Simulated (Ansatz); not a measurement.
Relative stability

The two ends of one reaction step of SiH$_{5}$O$_{2}$F, singlet (PBE0-D4/def2-TZVP).

A:

```
atom    x (Å)    y (Å)    z (Å)
 Si1  -0.6292   0.1689   0.6940
  F2   0.9678  -1.0205  -1.7902
  H3  -1.2574  -1.1532   0.8953
  H4  -0.9123   1.1291   1.7818
  O5  -1.0977   0.8909  -0.6904
  H6   1.1895  -0.8045  -0.8973
  O7   1.0064  -0.1813   0.6643
  H8  -0.8739   0.4247  -1.5028
  H9   1.6067   0.5459   0.8452
```

B:

```tsv
atom	x (Å)	y (Å)	z (Å)
Si1	-1.0418	-0.8251	0.4373
F2	-1.0685	-2.0457	-0.5845
H3	-2.4180	-0.6915	0.9650
H4	-0.0205	-1.0821	1.4663
O5	-0.5765	0.5521	-0.3230
H6	2.5928	1.4111	0.1589
O7	2.3336	0.8737	-0.5917
H8	-1.1703	0.9510	-0.9618
H9	1.3692	0.8566	-0.5667
```

Ansatz 0.2.0; basis: def2-TZVPP; cores frozen in the correlated methods. B3LYP uses VWN-RPA correlation.

Task: Which structure is lower at CCSD(T), and by how much? (To be estimated.)

Result: The calculation gives: B, by 5.08 kcal/mol (electronic energy, against the other). By their contacts, A is a complex of SiH₄O₂ ([OH][SiH2][OH]) + HF and B is a complex of SiH₃OF ([OH][SiH2][F]) + H₂O.

Task: Do the other methods give the same order? (Judge from chemistry; the calculation decides.)

Result: Computed: Not all: SPW92 gives the other order.

```tsv
method	E(B) − E(A) (kcal/mol)
SPW92	0.01
PBE-D4	-3.57
BLYP-D4	-4.69
r2SCAN-D4	-4.20
B97M-V	-5.53
PBE0-D4	-4.04
B3LYP-D4	-4.92
r2SCAN0-D4	-4.36
BHLYP-D4	-5.46
CAM-B3LYP-D4	-4.65
wB97X-V	-4.73
wB97M-V	-4.54
B2PLYP	-5.42
PBE-QIDH	-4.51
RPA on PBE	-5.78
HF	-8.69
MP2	-4.72
CCSD	-5.68
CCSD(T)	-5.08
```

The T1 diagnostic stays at or below 0.011.

Labels in which every atom is bracketed show which atoms are joined, not bond orders.

For scale, one of the runs: CCSD(T)/def2-TZVPP, 205 basis functions, launched by `ansatz run in.yaml --threads 3 --pin off --events-out ev --progress --plain --max-ram 6092MiB`. Time: 51 s of wall clock on 3 CPU threads of an Intel Xeon; the host was shared. Peak host memory: 3 GiB.
